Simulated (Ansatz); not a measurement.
Born–Oppenheimer molecular dynamics of FGe2H5 (8 atoms, charge 0, multiplicity 1). It starts from a relaxed structure.

The calculation used RKS B3LYP/def2-SVP in Ansatz.

- ensemble: NVT, Langevin thermostat
- time step: 0.5 fs
- steps asked: 150
- set temperature: 300 K
- friction: 0.05 /fs
- seed: 871617

Frames 0.5 fs apart, positions in Å, forces in eV/Å.

Velocities at 0 fs (Å/ps):

```
Ge 0.18 -0.68 1.32
F -4.83 2.54 2.28
H 13.87 -30.36 -7.31
H -2.38 -1.91 4.88
Ge 0.60 0.76 -1.83
H 0.94 -25.13 27.48
H 1.48 -4.92 -30.69
H 20.79 8.76 -0.23
```

```xyz
8
Properties=species:S:1:pos:R:3:forces:R:3 time_fs=0 energy_less_start_eV=0.000 T=262
Ge -0.017 0.039 -0.060 0.01 0.01 0.01
F 0.583 -0.291 1.562 -0.01 0.00 -0.01
H 1.226 0.403 -0.901 -0.01 -0.01 0.00
H -0.952 1.261 0.080 0.00 -0.01 0.00
Ge -1.156 -1.988 -0.811 -0.01 -0.01 -0.01
H -2.324 -2.321 0.138 0.01 0.00 0.00
H -1.714 -1.768 -2.235 0.01 0.00 0.01
H -0.169 -3.171 -0.838 0.00 0.01 0.00
8
Properties=species:S:1:pos:R:3:forces:R:3 time_fs=0.5 energy_less_start_eV=0.003 T=275
Ge -0.017 0.038 -0.059 0.06 -0.02 -0.04
F 0.581 -0.290 1.563 0.00 -0.01 0.00
H 1.233 0.388 -0.905 -0.06 0.01 0.04
H -0.952 1.258 0.083 0.00 0.04 -0.01
Ge -1.156 -1.988 -0.812 -0.14 -0.07 -0.03
H -2.322 -2.332 0.153 0.13 0.05 -0.14
H -1.712 -1.770 -2.249 0.05 -0.02 0.19
H -0.158 -3.166 -0.838 -0.03 0.03 0.00
8
Properties=species:S:1:pos:R:3:forces:R:3 time_fs=1 energy_less_start_eV=0.011 T=244
Ge -0.017 0.038 -0.058 0.12 -0.09 -0.06
F 0.579 -0.289 1.565 0.01 -0.01 0.00
H 1.238 0.373 -0.908 -0.10 0.02 0.07
H -0.951 1.252 0.087 -0.03 0.10 -0.02
Ge -1.155 -1.988 -0.813 -0.27 -0.12 -0.02
H -2.320 -2.344 0.169 0.25 0.10 -0.28
H -1.712 -1.771 -2.259 0.08 -0.05 0.33
H -0.147 -3.160 -0.839 -0.06 0.05 -0.01
8
Properties=species:S:1:pos:R:3:forces:R:3 time_fs=1.5 energy_less_start_eV=0.024 T=215
Ge -0.016 0.038 -0.058 0.16 -0.16 -0.08
F 0.577 -0.287 1.567 0.02 -0.02 0.00
H 1.241 0.359 -0.911 -0.13 0.04 0.09
H -0.951 1.245 0.091 -0.05 0.17 -0.03
Ge -1.154 -1.988 -0.813 -0.40 -0.16 0.01
H -2.320 -2.357 0.183 0.37 0.15 -0.42
H -1.711 -1.771 -2.268 0.10 -0.07 0.45
H -0.140 -3.155 -0.840 -0.07 0.05 -0.02
8
Properties=species:S:1:pos:R:3:forces:R:3 time_fs=2 energy_less_start_eV=0.039 T=207
Ge -0.016 0.037 -0.057 0.19 -0.24 -0.11
F 0.574 -0.285 1.568 0.03 -0.02 0.01
H 1.243 0.346 -0.914 -0.14 0.06 0.11
H -0.951 1.238 0.092 -0.09 0.25 -0.03
Ge -1.154 -1.988 -0.814 -0.51 -0.18 0.03
H -2.319 -2.370 0.196 0.46 0.19 -0.54
H -1.708 -1.770 -2.277 0.12 -0.09 0.55
H -0.135 -3.151 -0.840 -0.06 0.04 -0.02
8
Properties=species:S:1:pos:R:3:forces:R:3 time_fs=2.5 energy_less_start_eV=0.054 T=196
Ge -0.015 0.037 -0.055 0.20 -0.32 -0.14
F 0.571 -0.284 1.570 0.04 -0.03 0.04
H 1.244 0.335 -0.915 -0.13 0.08 0.11
H -0.950 1.233 0.092 -0.13 0.32 -0.03
Ge -1.153 -1.988 -0.814 -0.59 -0.19 0.04
H -2.315 -2.382 0.208 0.52 0.23 -0.62
H -1.706 -1.769 -2.284 0.13 -0.10 0.63
H -0.130 -3.146 -0.843 -0.05 0.01 -0.03
8
Properties=species:S:1:pos:R:3:forces:R:3 time_fs=3 energy_less_start_eV=0.065 T=170
Ge -0.015 0.036 -0.054 0.18 -0.38 -0.15
F 0.568 -0.282 1.572 0.06 -0.03 0.06
H 1.243 0.326 -0.915 -0.10 0.09 0.09
H -0.948 1.229 0.092 -0.16 0.37 -0.03
Ge -1.153 -1.988 -0.814 -0.62 -0.19 0.06
H -2.311 -2.392 0.217 0.56 0.26 -0.69
H -1.701 -1.768 -2.288 0.12 -0.11 0.68
H -0.124 -3.140 -0.846 -0.04 0.00 -0.03
8
Properties=species:S:1:pos:R:3:forces:R:3 time_fs=3.5 energy_less_start_eV=0.074 T=163
Ge -0.014 0.036 -0.053 0.14 -0.44 -0.15
F 0.565 -0.281 1.573 0.07 -0.03 0.08
H 1.240 0.317 -0.916 -0.05 0.11 0.07
H -0.946 1.227 0.089 -0.18 0.42 -0.02
Ge -1.152 -1.989 -0.814 -0.63 -0.19 0.09
H -2.305 -2.400 0.226 0.58 0.27 -0.74
H -1.697 -1.765 -2.291 0.11 -0.12 0.70
H -0.117 -3.134 -0.848 -0.04 -0.01 -0.03
8
Properties=species:S:1:pos:R:3:forces:R:3 time_fs=4 energy_less_start_eV=0.082 T=165
Ge -0.014 0.036 -0.052 0.07 -0.48 -0.15
F 0.562 -0.280 1.575 0.08 -0.03 0.09
H 1.236 0.308 -0.915 0.02 0.14 0.04
H -0.945 1.227 0.083 -0.19 0.43 -0.02
Ge -1.151 -1.989 -0.814 -0.64 -0.17 0.10
H -2.297 -2.408 0.234 0.58 0.28 -0.77
H -1.694 -1.763 -2.294 0.11 -0.13 0.74
H -0.110 -3.127 -0.851 -0.03 -0.04 -0.04
8
Properties=species:S:1:pos:R:3:forces:R:3 time_fs=4.5 energy_less_start_eV=0.088 T=163
Ge -0.013 0.036 -0.052 0.00 -0.51 -0.13
F 0.559 -0.279 1.577 0.08 -0.03 0.10
H 1.234 0.298 -0.912 0.09 0.16 0.00
H -0.944 1.227 0.075 -0.19 0.45 -0.01
Ge -1.151 -1.990 -0.815 -0.62 -0.15 0.08
H -2.289 -2.414 0.239 0.57 0.28 -0.79
H -1.690 -1.762 -2.298 0.10 -0.14 0.78
H -0.103 -3.120 -0.854 -0.02 -0.06 -0.04
8
Properties=species:S:1:pos:R:3:forces:R:3 time_fs=5 energy_less_start_eV=0.091 T=168
Ge -0.013 0.035 -0.051 -0.06 -0.56 -0.10
F 0.556 -0.277 1.579 0.08 -0.02 0.10
H 1.233 0.288 -0.908 0.16 0.18 -0.05
H -0.941 1.227 0.067 -0.20 0.47 0.00
Ge -1.150 -1.990 -0.815 -0.57 -0.13 0.06
H -2.281 -2.419 0.241 0.53 0.27 -0.78
H -1.684 -1.762 -2.301 0.09 -0.15 0.79
H -0.096 -3.114 -0.858 -0.03 -0.07 -0.03
8
Properties=species:S:1:pos:R:3:forces:R:3 time_fs=5.5 energy_less_start_eV=0.090 T=193
Ge -0.012 0.035 -0.051 -0.15 -0.58 -0.04
F 0.552 -0.276 1.581 0.07 -0.01 0.09
H 1.231 0.280 -0.904 0.25 0.20 -0.10
H -0.940 1.228 0.060 -0.19 0.47 0.01
Ge -1.150 -1.990 -0.815 -0.48 -0.12 0.04
H -2.272 -2.425 0.240 0.48 0.26 -0.75
H -1.677 -1.763 -2.301 0.06 -0.14 0.77
H -0.088 -3.107 -0.864 -0.03 -0.07 -0.03
```

Of the whole run (75 fs, mean temperature of the second half 288 K): A run of 0.075 ps of so small a system gives no equilibrium averages.

Time of the run: 5.1 min on 2 threads of Arm Neoverse V2, on a shared host, peak memory 0.24 GiB.
